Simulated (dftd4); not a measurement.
C₄H₁₁O₃Si (SMILES [CH2][Si](OC)(OC)OC), doublet, at a GFN2-xTB geometry; dftd4 with D4 for pbe0.

Here is a job for dftd4.
```
$ dftd4 mol.xyz --func pbe0 --charge 0 --json dftd4.json --noedisp --grad

# file mol.xyz
19

C      1.03045024     1.68579976     0.87027302
Si     0.18294435     0.27554884     0.00825667
O      1.13218947    -0.72525837    -0.85910410
C      2.21673348    -1.44717844    -0.35832603
O     -0.81967614     0.68746114    -1.20340225
C     -1.89125988     1.57688966    -1.10690799
O     -0.54199962    -0.45621218     1.28470314
C     -1.31594304    -1.62601236     1.26471867
H      1.16693950     1.73078585     1.93480539
H      1.44071395     2.51274235     0.31945746
H      3.08568779    -0.79512441    -0.23724464
H      2.45597185    -2.23385302    -1.07516706
H      1.98670461    -1.89643351     0.61093454
H     -2.50423218     1.37022289    -0.22612304
H     -2.49935362     1.46725632    -2.00566521
H     -1.53006294     2.60617048    -1.03974900
H     -0.76523937    -2.45516053     0.81417387
H     -2.23641581    -1.47462281     0.69551334
H     -1.56592907    -1.87458397     2.29735052
```

The log (banner, timings and long lists left out):

```
                    ____  _____ _____     ____  _  _
      -------------|  _ \|  ___|_   _|---|  _ \| || |------------
     |             | | | | |_    | | ___ | | | | || |_           |
     |             | |_| |  _|   | ||___|| |_| |__   _|          |
     |             |____/|_|     |_|     |____/   |_|            |
     |             ===================================           |
     |            E. Caldeweyher, S. Ehlert & S. Grimme          |
     |          Mulliken Center for Theoretical Chemistry        |
     |                    University of Bonn                     |
      -----------------------------------------------------------

Rational (Becke-Johnson) damping: pbe0-D4-ATM
---------------------
  s6         1.0000
  s8         1.2007
  s9         1.0000
  a1         0.4009
  a2         5.0293
 alp        16.0000
--------------------

Dispersion energy:      -1.4226845344125E-02 Eh

Gradient norm:           8.0170593070736E-04 Eh/a0
--------------------------------------------------
     #    Z           dE/dx      dE/dy      dE/dz
--------------------------------------------------
     1    6 C     1.916E-04  3.184E-04  1.839E-04
     2   14 Si   -8.456E-05 -1.384E-04 -4.256E-05
     3    8 O     2.134E-04 -1.367E-04 -1.904E-04
     4    6 C     5.314E-05  3.009E-05 -1.711E-05
     5    8 O    -1.470E-04  1.271E-04 -2.544E-04
     6    6 C     1.284E-05  5.052E-05 -1.820E-05
     7    8 O    -1.203E-04 -1.111E-04  2.500E-04
     8    6 C    -8.670E-05 -9.763E-05  6.827E-05
     9    1 H     4.275E-05  7.721E-05  7.510E-05
    10    1 H     6.355E-05  9.648E-05  3.126E-05
    11    1 H     7.997E-05 -5.357E-05 -3.427E-05
    12    1 H     6.525E-05 -4.826E-05 -3.357E-05
    13    1 H     8.799E-05 -6.010E-05 -2.926E-05
    14    1 H    -7.724E-05  5.710E-05 -5.708E-05
    15    1 H    -5.538E-05  3.654E-05 -5.164E-05
    16    1 H    -6.521E-05  4.842E-05 -5.798E-05
    17    1 H    -6.702E-05 -6.741E-05  5.848E-05
    18    1 H    -5.834E-05 -7.646E-05  6.271E-05
    19    1 H    -4.875E-05 -5.221E-05  5.684E-05
--------------------------------------------------

Virial:
--------------------------------------------------
      component           x          y          z
--------------------------------------------------
          x       4.214E-03  4.805E-05 -1.532E-04
          y       4.805E-05  4.168E-03 -4.703E-04
          z      -1.532E-04 -4.703E-04  3.106E-03
--------------------------------------------------

[Info] Dispersion results written to 'dftd4.txt'
[Info] JSON dump of results written to 'dftd4.json'
```
